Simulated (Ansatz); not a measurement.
**Ligand exchange: Al(CH3)2F + C5H7F → Al(CH3)F2 + C6H10**

Species: Al(CH3)2F, singlet; C5H7F `FC1=CCCC1`, singlet; Al(CH3)F2, singlet; C6H10 (1-methylcyclopentene) `CC1=CCCC1`, singlet. The partners trade CH3 for F: Al–CH3 and C–F bonds give way to Al–F and C–CH3.

Shapes, held fixed at every level: PBE0-D4/def2-TZVP. Flexible molecules stand in one conformer, not always the lowest. Programs: Ansatz 0.2.0. Electronic energies: no zero-point or thermal term.

```
                level                    kind  ΔE (kJ/mol)  less CCSD(T)/CBS estimate
  B3LYP-D4/def2-TZVPP           global hybrid       -222.8                      +11.4
r2SCAN0-D4/def2-TZVPP           global hybrid       -223.2                      +11.0
   wB97M-V/def2-TZVPP  range-separated hybrid       -218.9                      +15.3
   wB97X-V/def2-TZVPP  range-separated hybrid       -218.4                      +15.8
    B2PLYP/def2-TZVPP           double hybrid       -228.0                       +6.2
     CCSD(T)/def2-SVP   coupled cluster or CI       -230.7                       +3.5
   CCSD(T)/def2-TZVPP   coupled cluster or CI       -230.4                       +3.8
 CCSD(T)/CBS estimate   coupled cluster or CI       -234.2                        0.0
```

The highest level, CCSD(T)/CBS estimate, gives ΔE = -234.2 kJ/mol; the levels span -234.2 to -218.4. The column of differences is taken from that level and isn't an error. No measured value is set beside it here. The CBS estimate extrapolates MP2 from def2-TZVPP and def2-QZVPP and adds CCSD(T) − MP2 in the triple-zeta set, cores frozen. CCSD(T)/CBS estimate lies outside the range of all other levels here, so it shouldn't be taken on trust.
